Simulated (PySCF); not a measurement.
Structure problem from calculated spectra and properties.

Formula: Cl3GaH3N.

| Property | Result |
| --- | --- |
| Triplet | lowest triplet excitation (Tamm–Dancoff): 6.40 eV [TDA CAM-B3LYP/def2-SVPD] |
| Polarisability | 78.9 au [CAM-B3LYP/def2-SVPD] |
| UV, strongest line | among the 15 lowest singlet transitions: S13/S14 at 8.67 eV (143 nm, f = 0.175 summed over these states) [TDDFT CAM-B3LYP/def2-SVPD] |
| Dipole | 6.16 D [CAM-B3LYP/def2-SVPD] |
| Rotational structure | rotational constants A, B, C: 1.540, 1.515, 1.060 GHz [PBE0-D3(BJ)/def2-SVP] |
| XPS | Cl2p3/2 205.4 (×3), N1s 408.4, Cl1s 2828.0 (×3) eV [ΔSCF SCAN, pcX-2 on the ionised atom, pcseg-1 elsewhere, spin-free X2C, 2p3/2 from a spin–orbit splitting computed afterwards within the 2p shell] |

Electronic properties: PySCF, gas phase, density fitting. Levels stand in brackets. Geometry: PBE0-D3(BJ)/def2-SVP; no solvent, vibrations or thermal averaging. The calculation (core ionisation apart) is non-relativistic and has no spin–orbit coupling, an omission that weighs most on gallium.

**Question.** Give a SMILES that accounts for the data.

**Answer.** The core levels belong to: Cl2p3/2 205.4 eV, chlorine bonded to Ga; N1s 408.4 eV, nitrogen bonded to Ga and 3 H; Cl1s 2828.0 eV, chlorine bonded to Ga. No core level of Ga was computed. By its constants the optimised geometry is a nearly oblate symmetric top. Structure: `[NH3]->[Ga]([Cl])([Cl])[Cl]` (Ga(NH3)Cl3). The assignments are read from this structure; whether some other isomer fits the data as well wasn't checked.
